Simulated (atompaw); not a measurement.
Building the PAW (atompaw) potential for As (Z = 33) (PBEsol, scalar-relativistic).

| Property | Result |
| --- | --- |
| Element | As |
| Generator | atompaw 4.2.0.5 |
| Type | PAW |
| Functional | PBEsol |
| Relativity | scalar-relativistic |
| Frozen core | [Ar] |
| Valence charge | 15 |
| Reference configuration | 3d10 4s2 4p3 |
| Partial waves | 4s (bound): rc 1.44 bohr; 4s channel at -0.65 Ry: rc 1.44 bohr; 4p (bound): rc 1.44 bohr; 4p channel at 2.3 Ry: rc 1.44 bohr; 3d (bound): rc 0.70 bohr; 3d channel at -0.7 Ry: rc 0.70 bohr |
| Local potential | troulliermartins scheme with l = 3 at 0.5 Ry, radius 1.30 bohr |
| Core correction | smooth core density matched at 0.78 bohr |
| Augmentation charge | gaussian compensation charge, radius 1.36 bohr; PAW radius 1.44 bohr; waves and projectors: custom rrkj vanderbiltortho |

* Cutoffs needed: over 300 Ry and over 300 Ry (the cutoffs (Ry, on a coarse ladder) from which the occupation-weighted sum of valence levels, in a spherical-Bessel basis at the reference potential, stays within 10 and 1 mRy of its value at 400 Ry)
* Ghost test: ghost states, extra bound levels that the all-electron valence spectrum of the same l lacks: s at -102.0 eV, p at -42.2 eV; a true bound ghost makes a file unfit for plane-wave use (spherical-Bessel basis up to 400 Ry, 20 bohr box)
* Lowest eigenvalue of the overlap operator: 0.51 (s channel)
* Overlap eigenvalues printed by atompaw (projector basis): 1.33, 1.7, 1.84, 579, 3.62e+03, 4.92e+04
* Share of each valence orbital outside the PAW sphere: 4s 74 %, 4p 88 %, 3d 4 %
